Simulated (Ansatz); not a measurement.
```yaml
crystal:
  periodic: [false, false, false]
  atoms:
    - {symbol: F, position_ang: [-1.721665, 0.760984, 0.034035]}
    - {symbol: C, position_ang: [-0.340088, 0.803436, -0.134198]}
    - {symbol: Al, position_ang: [0.519530, -0.954016, 0.129801]}
    - {symbol: F, position_ang: [-0.406123, -2.263023, 0.504921]}
    - {symbol: H, position_ang: [-0.132537, 1.197473, -1.138600]}
    - {symbol: H, position_ang: [0.064008, 1.549197, 0.564190]}
    - {symbol: H, position_ang: [2.077975, -1.162050, -0.005950]}
basis:
  gaussian: {orbitals: cc-pVDZ, nuclear_model: gaussian}
hamiltonian: {xc: {name: PBE}, dispersion: d3bjatm}
scf: {lower_state_search: off}
```

```sh
$ ansatz run in.yaml --threads 2 --pin off --events-out ev --progress --plain --max-ram 4352MiB
```

Output, abridged:

```
Functional definition: PBE
879 factors; their error is unknown
mean field evaluation 1: about -13101.4428 eV, gradient 5.3e1 eV
mean field evaluation 2: about -13086.7132 eV, gradient 1.0e2 eV
mean field evaluation 4: about -13107.2005 eV, gradient 6.1e0 eV
mean field evaluation 8: about -13107.2872 eV, gradient 1.6e-1 eV
mean field evaluation 16: about -13107.2420 eV, gradient 1.7e-5 eV
mean field -13107.24195829 eV, -481.6822575593 hartree, gradient 9.1e-7 eV, S^2 0.000000; 0 other end points of the search recorded, 0 dependent functions left out
reference -13107.24199877 eV, -481.6822590469 hartree; 20, 20 occupied and 55, 55 virtual orbitals, 879 factors
Total energy: -13107.33155614 eV, -481.6855502197 hartree
Checks for a lower state left out: stability, starts, cluster_reference, orbital_swaps, neighbouring_geometries, increment
```

It took 0.6 s on 2 threads of an Arm Neoverse V1 on a shared host, with 0.09 GiB of host memory at the peak.
